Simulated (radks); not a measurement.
Problem. The table gives one normalised radial function P(r) = r R(r) of Nd2+ in [Xe] 4f1.5 5d1 6s1 6p0.5 (r in bohr). Method: scalar-relativistic Kohn-Sham, PBEsol, spin-unpolarised, spherical densities, finite nucleus; Fermi nuclear charge, rms radius 4.9123 fm; computed with a radial shooting solver on a logarithmic mesh with Libxc functionals.

r              P
0.002091   0.0713
0.002834   0.0891
0.003841   0.1093
0.005205   0.1304
0.007055   0.1494
0.009638   0.1613
0.01306    0.1572
0.0177     0.1269
0.02399    0.0606
0.03251   -0.0432
0.04407   -0.1648
0.05972   -0.2520
0.08094   -0.2269
0.1097    -0.0389
0.1487     0.2406
0.2015     0.3786
0.2731     0.1471
0.3701    -0.3384
0.5015    -0.5520
0.6797    -0.1122
0.9212     0.6405
1.258      1.0141
1.706      0.7792
2.312      0.3457
3.133      0.0862
4.246      0.0107
5.754      0.0005
7.798      0.0000
10.57      0.0000

Which n and l does it have? It may be an empty orbital.

Solution. n = 5, l = 0: the number of nodes gives n - l - 1 = 4, the rise at small r (about r^(l+1), flatter next to the nucleus through relativity) gives l, and the extent must fit the shell. The curve is that of 5s. 5s: eigenvalue -66.871 eV, 4 radial nodes at r = 0.0290, 0.115, 0.301, 0.712 bohr, <r> = 1.40 bohr, 90 % of the charge inside 1.99 bohr.
